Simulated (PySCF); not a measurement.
Potential energy of TeBr along the bond

Set-up: basis Te cc-pVTZ-PP with ECP28, Br cc-pVTZ-PP with ECP10; scalar-relativistic core potentials; PySCF 2.14. Energies in eV from Te + Br in their ground configurations at the same level. State: ²Π (doublet), unpaired electrons π ↑.

All columns are PBE0. A positive dipole means Te(−)Br(+).

```json
{"R (Å)": "2.125", "E (eV)": "-1.188", "μ (D)": "0.24", "Mulliken charge on Te (basis-dependent)": "-0.02", "HOMO (eV)": "-5.74", "LUMO (eV)": "-3.77", "Mayer bond order": "1.40", "⟨S²⟩": "0.75"}
{"R (Å)": "2.224", "E (eV)": "-1.927", "μ (D)": "-0.12", "Mulliken charge on Te (basis-dependent)": "0.04", "HOMO (eV)": "-5.92", "LUMO (eV)": "-3.94", "Mayer bond order": "1.33", "⟨S²⟩": "0.75"}
{"R (Å)": "2.323", "E (eV)": "-2.317", "μ (D)": "-0.49", "Mulliken charge on Te (basis-dependent)": "0.09", "HOMO (eV)": "-6.10", "LUMO (eV)": "-4.10", "Mayer bond order": "1.28", "⟨S²⟩": "0.75"}
{"R (Å)": "2.397", "E (eV)": "-2.449", "μ (D)": "-0.76", "Mulliken charge on Te (basis-dependent)": "0.12", "HOMO (eV)": "-6.22", "LUMO (eV)": "-4.21", "Mayer bond order": "1.24", "⟨S²⟩": "0.75"}
{"R (Å)": "2.471", "E (eV)": "-2.480", "μ (D)": "-1.03", "Mulliken charge on Te (basis-dependent)": "0.14", "HOMO (eV)": "-6.34", "LUMO (eV)": "-4.31", "Mayer bond order": "1.21", "⟨S²⟩": "0.75"}
{"R (Å)": "2.545", "E (eV)": "-2.438", "μ (D)": "-1.29", "Mulliken charge on Te (basis-dependent)": "0.16", "HOMO (eV)": "-6.44", "LUMO (eV)": "-4.40", "Mayer bond order": "1.17", "⟨S²⟩": "0.75"}
{"R (Å)": "2.644", "E (eV)": "-2.301", "μ (D)": "-1.63", "Mulliken charge on Te (basis-dependent)": "0.19", "HOMO (eV)": "-6.58", "LUMO (eV)": "-4.52", "Mayer bond order": "1.13", "⟨S²⟩": "0.75"}
{"R (Å)": "2.768", "E (eV)": "-2.050", "μ (D)": "-2.02", "Mulliken charge on Te (basis-dependent)": "0.21", "HOMO (eV)": "-6.73", "LUMO (eV)": "-4.64", "Mayer bond order": "1.09", "⟨S²⟩": "0.76"}
{"R (Å)": "2.916", "E (eV)": "-1.688", "μ (D)": "-2.44", "Mulliken charge on Te (basis-dependent)": "0.22", "HOMO (eV)": "-6.88", "LUMO (eV)": "-4.77", "Mayer bond order": "1.05", "⟨S²⟩": "0.76"}
{"R (Å)": "3.114", "E (eV)": "-1.192", "μ (D)": "-2.86", "Mulliken charge on Te (basis-dependent)": "0.23", "HOMO (eV)": "-7.02", "LUMO (eV)": "-5.02", "Mayer bond order": "0.96", "⟨S²⟩": "0.82"}
```

A fit through these points gives, at Re = 2.462 Å, μ = -1.00 D and dμ/dR = -3.58 D/Å; the reduced mass is 49.09 u.

Task: How strong is the fundamental in the double-harmonic approximation, I = 42.26·(dμ/dR)²/μred km/mol?

Result: I = 42.26·(-3.58)²/49.09 = 11.0 km/mol at PBE0.

Spin–orbit coupling is left out, which matters for elements this heavy, above all for dissociation energies. The state is the lowest determinant that a PBE0 search found; another state may lie lower at other levels.
